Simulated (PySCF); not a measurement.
A PySCF script (with the pyscf-properties extension) for the NMR shieldings of SMILES CC(C)O[C@@H]1COBS1, C5H11BO2S, on a GFN2-xTB geometry:

```python
import basis_set_exchange as bse
import numpy as np
from pyscf import gto, dft
from pyscf.prop import nmr

atoms = """
C    -1.702490   -0.537410   -1.144426
C    -1.325474   -0.422968    0.330331
C    -2.412595    0.292703    1.125799
O    -0.127072    0.330700    0.516852
C     1.072502   -0.340640    0.418329
C     2.154198    0.480888    1.149548
O     3.102778    1.006710    0.258628
B     3.023171    0.622337   -1.012046
S     1.684810   -0.524737   -1.333109
H    -1.827143    0.455353   -1.568669
H    -2.635012   -1.086491   -1.241527
H    -0.927027   -1.057482   -1.699684
H    -1.167157   -1.431431    0.745791
H    -2.127610    0.366282    2.172003
H    -2.548825    1.296297    0.733192
H    -3.349096   -0.251661    1.048867
H     0.986848   -1.362278    0.814140
H     2.681926   -0.137760    1.882734
H     1.660845    1.313213    1.661527
H     3.777274    0.999054   -1.810575
"""
names = dict.fromkeys(["C", "O", "B", "S", "H"], "pcSseg-1")
basis = {el: gto.basis.parse(bse.get_basis(n, elements=[el], fmt="nwchem")) for el, n in names.items()}
mol = gto.M(atom=atoms, basis=basis, charge=0, verbose=0)
mf = dft.RKS(mol, xc="PBE0")
mf.grids.level = 2
mf.grids.alignment = dft.numint.BLKSIZE   # the property module wants whole blocks of grid points
mf.conv_tol = 1e-9
mf.kernel()

calc = nmr.RKS(mf)   # GIAO
C = mf.mo_coeff
Co = C[:, mf.mo_occ > 0]
resp = mf.gen_response(singlet=True, hermi=2)
def vind(x):   # induced exchange potential for any number of trial vectors
    d = np.einsum("pi,xij,qj->xpq", C, 2 * x.reshape(-1, C.shape[1], Co.shape[1]), Co, optimize=True)
    return np.einsum("xpq,pi,qj->xij", resp(d - d.transpose(0, 2, 1)), C, Co, optimize=True).ravel()
mo1, _ = nmr.rhf.solve_mo1(calc, with_cphf=vind)
sigma = calc.kernel(mo1)
for i, s in enumerate(sigma):   # ppm
    print("%2d %-2s %9.2f" % (i, mol.atom_pure_symbol(i), np.trace(s) / 3))
```

Question: What does it print?

Answer: 
```
 0 C     163.24
 1 C     105.48
 2 C     160.55
 3 O     212.83
 4 C      91.18
 5 C     102.73
 6 O     146.32
 7 B      58.74
 8 S     413.57
 9 H      30.66
10 H      30.88
11 H      29.23
12 H      28.22
13 H      30.33
14 H      30.42
15 H      30.81
16 H      26.14
17 H      26.89
18 H      26.99
19 H      26.43
```

These numbers come from an equivalent density-fitted implementation of the same equations, which agrees with the script to about 0.01 ppm for H and up to a few tenths of a ppm for heavy atoms, so last digits may differ.

Size and cost of the density-fitted run: 215 basis functions, 48 s wall time on 1 thread of an Arm Neoverse V1, shared host; peak memory 1 GiB.
